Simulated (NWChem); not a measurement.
Species: ZrOF₂; SMILES [O]=[Zr]([F])[F]

Results from NWChem. Structure relaxed at the PBE0/def2-SVP level. def2 effective core potentials on Zr; no spin-orbit coupling.

For level LC-wPBE (HJS exchange hole, range parameter 0.4 per bohr)/def2-SVP:

| Property | Value |
|---|---|
| highest occupied level (eV) | -11.53 |
| orbital gap (eV) | 10.56 |
| dipole (D) | 4.27 |

Problem. How do the values read with level N12/def2-SVP instead?

Solution. The highest occupied level (eV) comes out as -7.10 and the orbital gap (eV) is 3.26. The dipole (D) is 3.87.
